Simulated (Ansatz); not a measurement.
System: C4H2ISe (charge -1, singlet). It need not be the lowest isomer of its formula. Whether it binds its extra electron was not tested at this geometry. 
Geometry from a B3LYP-D3(BJ)/def2-TZVP (Ansatz, an electronic-structure program) optimisation:
```xyz
8

I      2.0623    -0.3842     0.0691
C     -0.0861    -0.1460    -0.0098
C     -0.9514    -1.2854    -0.0944
C     -2.3122    -1.0715    -0.1417
Se    -2.4946     0.8545    -0.0669
C     -0.6260     1.0960     0.0209
H     -0.5290    -2.2859    -0.1197
H     -0.1041     2.0365     0.0828
```
Charge -1, spin multiplicity 1.

Basis-set convergence of Hartree-Fock and CCSD(T) correlation energies (hartree) with Ansatz. Correlated levels leave the core frozen unless marked. No spin-orbit coupling. Frozen are the shells of the preceding noble gas and the d and f shells that filled before the atom's block. In def2 rows, elements after Kr have scalar-relativistic effective core potentials.

The Hartree-Fock reference is unstable (checked in the largest basis), which strains HF and MP2. 

```csv
basis,functions,E(HF),"E(corr, CCSD(T))"
def2-SVPD,172,-2848.65640,-0.85623
def2-TZVPPD,298,-2849.12898,-1.02341
def2-QZVPPD,507,-2849.18271,-1.08814
```

Extrapolating the two largest sets (X = 3 and 4) as X^-3: E(corr) = (64·(-1.08814) - 27·(-1.02341))/37 = -1.1354 Eh, an estimate of the basis-set limit. The largest set recovers 95.8 % of it, the smallest 75.4 %.
